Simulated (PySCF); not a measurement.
Cu(NH3)(NH2) (singlet state).
SMILES: `[NH2][Cu]<-[NH3]`

Theory: TDDFT PBE0/def2-SVPD, vertical, gas phase, core orbitals frozen in the response in PySCF. Geometry: PBE0-D3(BJ)/def2-SVP; no solvent, vibrations or thermal averaging.

Broadening: Gaussians 0.25 eV wide at half height, area fixed by f = 4.319×10⁻⁹ ∫ε dν̃. The cross-section is σ = 3.8235×10⁻²¹ ε cm², given in Mb (10⁻¹⁸ cm²). The width is an assumption, not a result. The curve ends short of the highest state used, and states not computed would add to its high-energy end.

| E (eV) | σ (Mb) |
| --- | --- |
| 3.00 | 0.03 |
| 3.09 | 0.37 |
| 3.18 | 2.51 |
| 3.27 | 8.27 |
| 3.36 | 13.28 |
| 3.45 | 10.40 |
| 3.54 | 3.97 |
| 3.62 | 0.92 |
| 3.71 | 0.09 |
| 3.80 | 0.01 |
| 3.89 | 0.04 |
| 3.98 | 0.43 |
| 4.07 | 2.11 |
| 4.16 | 5.14 |
| 4.25 | 6.77 |
| 4.34 | 7.87 |
| 4.43 | 12.80 |
| 4.52 | 16.22 |
| 4.61 | 16.33 |
| 4.70 | 26.33 |
| 4.79 | 40.95 |
| 4.88 | 38.34 |
| 4.97 | 22.83 |
| 5.06 | 10.07 |
| 5.14 | 7.21 |
| 5.23 | 18.46 |
| 5.32 | 41.26 |
| 5.41 | 53.03 |
| 5.50 | 44.54 |
| 5.59 | 31.12 |

Q: Where are the band maxima, and which computed states make them?

A: 367 nm (3.37 eV), ε about 3500, made up of S1 (100%); 274 nm (4.52 eV), ε about 4200, made up of S3 (92%) (hardly more than a shoulder); 257 nm (4.82 eV), ε about 11000, made up of S5 (26%), S7 (62%) and S8 (12%); 229 nm (5.41 eV), ε about 14000, made up of S9 (10%), S10 (80%) and S11 (10%) (ε in L mol⁻¹ cm⁻¹; maxima over ε = 5, shares over 10%). The states used: S1 3.37 eV (f 0.033); S2 4.22 eV (f 0.015); S3 4.51 eV (f 0.037); S4 4.76 eV (f 0.0004); S5 4.80 eV (f 0.027); S6 4.80 eV (f 0.0000); S7 4.81 eV (f 0.064); S8 4.96 eV (f 0.027); S9 5.31 eV (f 0.020); S10 5.40 eV (f 0.103); S11 5.59 eV (f 0.054); S12 6.00 eV (f 0.037); S13 6.10 eV (f 0.0060); S14 6.10 eV (f 0.013); S15 6.19 eV (f 0.0069).

Q: What would ε be at 5.41 eV, the highest of these maxima, with half the width (0.125 eV)?

A: About 22600 L mol⁻¹ cm⁻¹ against 13900, a factor of about 1.6; a lone state at its own centre would give exactly 2.

Q: Does any computed singlet lie in the visible range?

A: No computed singlet lies in the visible range (380 to 750 nm); the lowest, at 367 nm, stands 0.11 eV above its violet end (3.26 eV); a Tamm–Dancoff triplet lies at 409 nm, without intensity as long as spin–orbit coupling is left out.

Q: On this curve, what absorbance would a 10⁻⁵ mol/L sample give at 355 nm over a 1 cm path?

A: 355 nm is 3.493 eV, where ε is about 1900 L mol⁻¹ cm⁻¹, so A = ε c l ≈ 0.019 (Beer–Lambert, with the gas-phase spectrum and the assumed width).

The run took 8.4 s of wall time on one thread of an x86-64 server, shared host.
